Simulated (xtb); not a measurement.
H2OSi, triplet, from a rough starting geometry (a higher spin typed on purpose: for a closed-shell molecule this is an excited state); xtb with GFN2-xTB.

Input for xtb:
```
$ xtb mol.xyz --gfn 2 --uhf 2 --opt vtight --json

# file mol.xyz
4

Si     0.02349741     0.01698498    -0.00333730
O     -0.17806749     1.49395387    -0.01617729
H     -1.06142023    -1.05117102    -0.00836728
H      1.25309274    -0.57357776     0.00989528
```

What the program printed (banner, timings and long lists left out):

```
   ID    Z sym.   atoms
    1   14 Si     1
    2    8 O      2
    3    1 H      3, 4

           -------------------------------------------------
          |                Calculation Setup                |
           -------------------------------------------------

           -------------------------------------------------
          |                 G F N 2 - x T B                 |
           -------------------------------------------------

          ...................................................
          :                      SETUP                      :
          :.................................................:
          :  # basis functions                  16          :
          :  # atomic orbitals                  15          :
          :  # shells                            7          :
          :  # electrons                        12          :
          :  max. iterations                   250          :
          :  Hamiltonian                  GFN2-xTB          :
          :  restarted?                      false          :
          :  GBSA solvation                  false          :
          :  PC potential                    false          :
          :  electronic temp.          300.0000000     K    :
          :  accuracy                    1.0000000          :
          :  -> integral cutoff          0.2500000E+02      :
          :  -> integral neglect         0.1000000E-07      :
          :  -> SCF convergence          0.1000000E-05 Eh   :
          :  -> wf. convergence          0.1000000E-03 e    :
          :  Broyden damping             0.4000000          :
          :  net charge                          0          :
          :  unpaired electrons                  2          :
          ...................................................

 iter      E             dE          RMSdq      gap      omega  full diag
   1     -6.7362743 -0.673627E+01  0.891E+00    2.26       0.0  T
   2     -6.7295215  0.675278E-02  0.598E+00    2.25       1.0  T
   3     -6.6905972  0.389243E-01  0.444E+00    2.44       1.0  T
   4     -6.7378048 -0.472076E-01  0.196E+00    2.39       1.0  T
   5     -6.7388751 -0.107031E-02  0.181E+00    2.39       1.0  T
   6     -6.7430168 -0.414172E-02  0.738E-01    2.39       1.0  T
   7     -6.7431483 -0.131436E-03  0.488E-01    2.38       1.0  T
   8     -6.7436799 -0.531595E-03  0.517E-02    2.39       1.0  T
   9     -6.7436794  0.499023E-06  0.173E-02    2.39       2.9  T
[...]
         :: total energy              -6.675275642277 Eh    ::
 * total energy  :    -6.6752756 Eh     change       -0.1423306E-10 Eh
 * total energy  :    -6.6824625 Eh     change       -0.7186848E-02 Eh
 * total energy  :    -6.6834884 Eh     change       -0.1025917E-02 Eh
 * total energy  :    -6.6835452 Eh     change       -0.5676805E-04 Eh
 * total energy  :    -6.6835601 Eh     change       -0.1495389E-04 Eh
 * total energy  :    -6.6835695 Eh     change       -0.9400057E-05 Eh
 * total energy  :    -6.6835732 Eh     change       -0.3633712E-05 Eh
 * total energy  :    -6.6835733 Eh     change       -0.1063062E-06 Eh
 * total energy  :    -6.6835733 Eh     change       -0.2380794E-07 Eh
   *** GEOMETRY OPTIMIZATION CONVERGED AFTER 9 ITERATIONS ***
         :: total energy              -6.683573292648 Eh    ::
[...]
        13                          0.5769053              15.6984
        14                          0.7809305              21.2502
        15                          0.8058961              21.9295
      -------------------------------------------------------------
                  HL-Gap            0.0875208 Eh            2.3816 eV
             Fermi-level           -0.3160810 Eh           -8.6010 eV

     #   Z          covCN         q      C6AA      α(0)
     1  14 Si       2.613     0.249   186.742    30.000
     2   8 O        0.771    -0.355    20.836     6.118
     3   1 H        0.921     0.052     2.290     2.367
     4   1 H        0.921     0.053     2.278     2.360

 Mol. C6AA /au·bohr⁶  :        435.155555
 Mol. C8AA /au·bohr⁸  :      20901.842767
 Mol. α(0) /au        :         40.845193

Wiberg/Mayer (AO) data.
largest (>0.10) Wiberg bond orders for each atom

 ---------------------------------------------------------------------------
     #   Z sym  total        # sym  WBO       # sym  WBO       # sym  WBO
 ---------------------------------------------------------------------------
     1  14 Si   3.245 --     2 O    1.820     3 H    0.714     4 H    0.710
     2   8 O    2.189 --     1 Si   1.820     4 H    0.185     3 H    0.183
     3   1 H    0.948 --     1 Si   0.714     2 O    0.183
     4   1 H    0.946 --     1 Si   0.710     2 O    0.185
 ---------------------------------------------------------------------------

Topologies differ in total number of bonds
Writing topology from bond orders to xtbtopo.mol

molecular dipole:
                 x           y           z       tot (Debye)
 q only:        0.183      -1.188       0.012
   full:        0.220      -1.443       0.009       3.711
molecular quadrupole (traceless):
                xx          xy          yy          xz          yz          zz
 q only:        1.814       0.724      -2.912      -0.000       0.055       1.098
  q+dip:        2.959       0.959      -3.212       0.019       0.058       0.253
   full:        4.022       1.326      -4.635       0.023       0.081       0.613

optimized geometry written to: xtbopt.xyz

           -------------------------------------------------
          | TOTAL ENERGY               -6.683573292648 Eh   |
          | GRADIENT NORM               0.000425418381 Eh/α |
          | HOMO-LUMO GAP               2.381562379460 eV   |
           -------------------------------------------------

normal termination of xtb
```
